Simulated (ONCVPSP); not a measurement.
**lead: one change to an ONCV potential, before and after**

lead, optimised norm-conserving Vanderbilt (ONCV), made with ONCVPSP 4.0.1 (LDA (Perdew-Zunger), fully relativistic). Core [Kr] 4d10 4f14, reference 5s2 5p6 5d10 6s1 6p3. Waves: 5s+6s: rc 1.35 bohr, ncon 4, nbas 7, qcut 7.4 1/bohr, 2 projectors; 5p+6p: rc 1.40 bohr, ncon 3, nbas 6, qcut 9.2 1/bohr, 2 projectors; 5d: rc 1.45 bohr, ncon 4, nbas 8, qcut 9.6 1/bohr, 3 projectors, debl 3.9 Ha. Local part: polynomial inside 1.15 bohr (lpopt 5, dvloc0 -1 Ha). Core correction: Teter function, fcfact 2.75, rcfact 1.5.

Open shells are filled in proportion to 2j + 1.

All-electron outer shells of the reference configuration (LDA (Perdew-Zunger), scalar-relativistic, ld1.x):

| shell | level (eV) | outermost node (bohr) | outermost maximum (bohr) |
| --- | --- | --- | --- |
| 4d | -403.77 | 0.19 | 0.39 |
| 5s | -146.23 | 0.45 | 0.78 |
| 4f | -135.08 | – | 0.35 |
| 5p | -87.76 | 0.49 | 0.88 |
| 5d | -22.97 | 0.52 | 1.07 |
| 6s | -13.44 | 1.01 | 1.95 |
| 6p | -4.41 | 1.18 | 2.57 |

Change: all radii but the core radius scaled by about 1.24 (s 1.66, p 1.74, d 1.80 bohr); local potential polynomial inside 1.42 bohr (lpopt 5, dvloc0 -1 Ha).

Cutoffs: the cutoffs (Ha) at which the residual kinetic energy of the hardest occupied pseudo-wave falls to 1 and 0.1 mHa per electron; they do not see the model core or the augmentation charge, which bear on the density cutoff. Errors are all-electron minus pseudo energies relative to the spin-unpolarised reference configuration.

Problem. Predict the effect on cutoff, ghosts and configuration errors.

Solution. The potential gets softer (30 Ha and 69 Ha → 27 Ha and 32 Ha); of the 4 tests that both files solve, the error grows in 4 and shrinks in 0 by more than 15 % and 0.3 meV (median size 1.1 → 2.0 meV); neither file shows a bound ghost. A larger radius leaves more room for a smooth pseudo-wave, so fewer plane waves are needed. More of the atom is replaced by a form fitted at one configuration, so other configurations suffer.

```tsv
quantity	base	changed
cutoff, loose	30 Ha	27 Ha
cutoff, tight	69 Ha	32 Ha
loose cutoff by channel	s 27 Ha, p 30 Ha, d 27 Ha	s 21 Ha, p 22 Ha, d 27 Ha
bound ghosts	none	none
GHOST(+) flags under 300 eV	s at 211.2 eV	none
error for 5s2 5p6 5d10 6s2 6p2, meV [ΔE -8.64 eV]	-1.4	-2.3
error for 5s2 5p6 5d10 6s2 6p1, meV [ΔE -1.69 eV]	-0.8	-1.8
error for 5s2 5p6 5d10 6s2 6p0, meV [ΔE 12.24 eV]	+0.2	-1.0
error for 5s2 5p6 5d10 6s0 6p4, meV [ΔE 9.02 eV]	-1.4	-2.9
rms error of d²Exc/dni dnj with the model core, mHa	3.78	3.86
```
